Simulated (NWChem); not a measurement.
System: C$_{4}$H$_{3}$Br; SMILES C(=C/C#C)/Br

```xyz
8

C      1.1523    -2.6704     0.0000
C      0.1244    -2.0246     0.0000
C     -1.0979    -1.3067     0.0000
C     -1.2379     0.0286     0.0000
Br     0.1817     1.2384     0.0000
H      2.0687    -3.2318     0.0000
H     -2.0223    -1.8965     0.0000
H     -2.2208     0.5028     0.0000
```
Atoms are numbered in this order, from 1.

Level: PBE0/def2-SVP (NWChem), optimised geometry, unscaled harmonic frequencies. This build's default masses of Se (78.918 u) and Br (79.917 u) are each other's, which moves their modes by up to 0.6 %.

| frequency (cm⁻¹) | IR intensity (km/mol) |
|---|---|
| 107 | 0.4 |
| 268 | 5.7 |
| 313 | 3.4 |
| 518 | 15.8 |
| 603 | 19.9 |
| 686 | 33.5 |
| 705 | 27.9 |
| 722 | 25.0 |
| 738 | 37.9 |
| 943 | 0.1 |
| 992 | 16.0 |
| 1196 | 0.1 |
| 1330 | 29.8 |
| 1680 | 23.2 |
| 2234 | 1.4 |
| 3178 | 5.0 |
| 3250 | 5.5 |
| 3488 | 85.2 |

```yaml
zero_point_energy: 32.8 kcal/mol
thermal correction to the enthalpy at 298.15 K (with zero-point energy): 36.7 kcal/mol
heat capacity Cv: 18.0 cal/(mol K)
entropy at 298.15 K and 1 atm (symmetry number 1): 76.5 cal/(mol K)
dipole_moment: 0.99 D
```

Rigid rotor and harmonic oscillator.
